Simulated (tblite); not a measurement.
C3H7NSi2.
SMILES: `[SiH2]1C([SiH2]C1)C#N`

All values are computed: GFN2-xTB (tblite) harmonic vibrations without scaling, gas phase. Against measured fundamentals such values can be off by several per cent, at times by over 20. Modes of hydrogen on silicon can be 10 to 20 % off.

Harmonic wavenumbers (cm⁻¹): 43.0, 128.1, 165.2, 338.1, 413.6, 425.1, 452.4, 462.6, 494.4, 497.5, 587.6, 607.7, 657.3, 694.2, 703.1, 708.8, 758.7, 764.4, 785.3, 927.4, 967.2, 1066.9, 1087.2, 1169.7, 1458.4, 2252.6, 2258.5, 2299.1, 2301.6, 2374.5, 2962.5, 3008.5, 3018.5.

A = 3346, B = 1961, C = 1385 MHz; mass 113.012 u (most abundant isotopes); point group Cs, symmetry number 1.

Problem. Zero-point energy?

Solution. Half the sum of the wavenumbers: 18420 cm⁻¹ = 52.66 kcal/mol.

Problem. Entropy at 400 K, 1 bar (ideal gas, RRHO, classical rotation)?

Solution. Translation 41.57, rotation 28.84, vibration 28.15: S = 98.6 cal/(mol K).

Problem. And Cp and H(400 K) − H(0)?

Solution. Cp = 39.95 cal/(mol K), of which vibrations give 32.00 (their classical limit is 33 R = 65.6); H(400 K) − H(0) = 9.42 kcal/mol without the zero-point energy, 6.24 from vibrations.

Problem. Which modes carry the vibrational entropy at 400 K?

Solution. 43.0 cm⁻¹: 5.70; 128.1 cm⁻¹: 3.54; 165.2 cm⁻¹: 3.05; 338.1 cm⁻¹: 1.72; 413.6 cm⁻¹: 1.37; 425.1 cm⁻¹: 1.33 cal/(mol K); the other 27 give 11.44 together.

Problem. How do the functions run with temperature in this model?

Solution. 
| T (K) | S (cal/(mol K)) | Cp (cal/(mol K)) | H − H(0) (kcal/mol) | G − H(0) (kcal/mol) | ln q(vib) |
| --- | --- | --- | --- | --- | --- |
| 100 | 64.3 | 13.9 | 1.08 | -5.35 | 1.06 |
| 200 | 76.7 | 23.5 | 2.92 | -12.42 | 2.59 |
| 300 | 88.1 | 32.9 | 5.76 | -20.66 | 4.38 |
| 500 | 108.0 | 45.1 | 13.68 | -40.34 | 8.28 |
| 800 | 131.6 | 55.0 | 28.84 | -76.45 | 13.89 |
| 1000 | 144.4 | 59.3 | 40.30 | -104.08 | 17.28 |

q(vib) and H(0) count from the zero-point level.

Hindered rotation and anharmonicity are outside this model.
